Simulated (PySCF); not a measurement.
Hirshfeld charges from PBE0/pcSseg-1 densities (PySCF) at GFN2-xTB geometries, gas phase, one conformer each. Species are given as SMILES. The Hirshfeld scheme weights the molecular density at each point by an atom's share of the summed free-atom densities.

Question: Rank these species by the lowest charge on any of their atoms, lowest value first.
A. `FC(F)C1=CC=CC[Si+]1Cl`
B. `Cn1nc2ccc(C#N)cc2n1`
C. `[SiH2-]N[SiH3]`
D. `CC[Si@H]1C[C@H](C#N)C1`
E. `C1P(CCOC1)(=O)C#C`

Answer: E (-0.398 e), C (-0.363 e), D (-0.241 e), B (-0.220 e), A (-0.120 e).

For each of these, name the hydrogen and the heavy atom of highest charge and the atom of lowest charge, and give the mean charge of the hydrogens: `[F:1][CH:2]([F:3])[C:4]1=[CH:5][CH:6]=[CH:7][CH2:8][Si+:9]1[Cl:10]`; `[SiH2-:1][NH:2][SiH3:3]`; `[CH3:1][n:2]1[n:3][c:4]2[cH:5][cH:6][c:7]([C:8]#[N:9])[cH:10][c:11]2[n:12]1`; `[CH3:1][CH2:2][Si@H:3]1[CH2:4][C@H:5]([C:6]#[N:7])[CH2:8]1`; `[CH:1]#[C:2][P:3]1(=[O:4])[CH2:5][CH2:6][O:7][CH2:8][CH2:9]1`.

```
                SMILES           H of highest charge  its q (e)        heavy atom of highest charge  its q (e)                 atom of lowest charge  its q (e)  mean q of all H (e)
 FC(F)C1=CC=CC[Si+]1Cl            H on C8 or H on C5     +0.094  Si9 (silicon bonded to 2 C and Cl)     +0.584      C8 (sp3 carbon bound to silicon)     -0.120               +0.088
        [SiH2-]N[SiH3]        H on N2 (N–H hydrogen)     +0.083                  Si3 (SiH3 silicon)     +0.211  N2 (nitrogen bridging silicon atoms)     -0.363               -0.112
   Cn1nc2ccc(C#N)cc2n1  H on C10 (aromatic hydrogen)     +0.070          N2 (pyrrole-type nitrogen)     +0.126                 N9 (nitrile nitrogen)     -0.220               +0.066
CC[Si@H]1C[C@H](C#N)C1    H on C5 (methine hydrogen)     +0.061                   Si3 (SiH silicon)     +0.388                 N7 (nitrile nitrogen)     -0.241               +0.033
       C#CP1(=O)CCOCC1     H on C1 (alkyne hydrogen)     +0.106          P3 (phosphoryl phosphorus)     +0.438                O4 (phosphoryl oxygen)     -0.398               +0.055
```

'Or' marks atoms within 0.002 e of each other.
